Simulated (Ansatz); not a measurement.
CH₅FGeOSi (`F[SiH]1[CH2][GeH2][O]1`) at its PBE0-D4/def2-TZVP geometry, where that method's forces vanish. Total charge 0; spin multiplicity 1.

```xyz
10

F     0.8747    1.2528   -2.0016
Si    0.0438    1.1208   -0.6474
C    -0.7435   -0.5751   -0.4626
Ge    0.4781   -0.7422    1.0723
O     1.0233    0.9563    0.6612
H    -0.8277    2.3137   -0.5842
H    -1.7990   -0.5878   -0.1908
H    -0.5656   -1.2765   -1.2771
H    -0.1464   -0.7503    2.4742
H     1.6624   -1.7117    0.9560
```

**Question.** What forces (eV/Å) does ωB97M-V/def2-TZVPP give on these atoms in Ansatz 0.2.0? (Best estimate.)

**Answer.** Ansatz gave: 
```
F1   0.063  0.000 -0.119
Si2 -0.205  0.187  0.049
C3  -0.022 -0.040 -0.002
Ge4  0.027 -0.165  0.133
O5   0.018  0.014  0.019
H6   0.096 -0.144 -0.010
H7   0.083  0.007 -0.021
H8  -0.008  0.060  0.062
H9   0.052 -0.001 -0.119
H10 -0.103  0.082  0.009
```
